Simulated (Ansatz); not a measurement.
Born–Oppenheimer molecular dynamics of BCl₂H₃O (7 atoms, charge 0, multiplicity 1). It starts at the highest image of a converged band. Of that band: The profile has 2 maxima (images 1, 3) with wells between them (image 2): this band takes more than one step, which may be the mechanism or a detour left from its start path. Neighbouring images differ by up to 1.2 eV, so the band resolves the path poorly. A vibrational analysis at the climbing image gives one clearly imaginary mode, 714i cm⁻¹: a first-order saddle point.

The calculation used RKS PBE/def2-SVP in Ansatz.

* ensemble: NVE (velocity Verlet)
* time step: 0.5 fs
* steps asked: 200
* starting velocities drawn for: 100 K
* seed: 10611

First frame:

```xyz
7
Properties=species:S:1:pos:R:3
B -0.016 0.112 0.136
H -0.141 -0.227 1.429
O 1.220 -0.305 -0.271
H 1.285 -0.350 -1.242
Cl -1.539 -0.266 -0.720
Cl -0.003 2.200 0.625
H -0.060 0.785 1.427
```

**Question.** How far do the bonds stretch over the last three quarters of this one trajectory? (Pairs bonded in most of those frames.)

**Answer.** 
```
  bond  mean (Å)  spread (Å)  shortest  longest
 B1–O3     1.364       0.042      1.30     1.43
B1–Cl5     1.797       0.061      1.66     1.89
B1–Cl6     1.788       0.078      1.69     1.96
 H2–H7     0.774       0.020      0.74     0.83
 O3–H4     0.980       0.013      0.96     1.01
```

Mean temperature of the second half: 1481 K. The conserved energy stayed within 0.076 meV per atom of its start (net change 0.013 meV per atom), so the integration is sound. The kinetic energy rose, since the run started high on the potential surface and went downhill. It ends in pieces (BCl2HO + H2), so much of that is their flight and rotation, not heat. A run of 0.1 ps of so small a system gives no equilibrium averages. The orbitals stay closed-shell, which can raise the energy where a bond breaks towards radicals; this wasn't checked here.

The run took 4.7 min on 1 thread of Intel(R) Xeon(R) Platinum 8375C CPU @ 2.90GHz (Ice Lake), with other jobs on the host, peak memory 0.17 GiB.
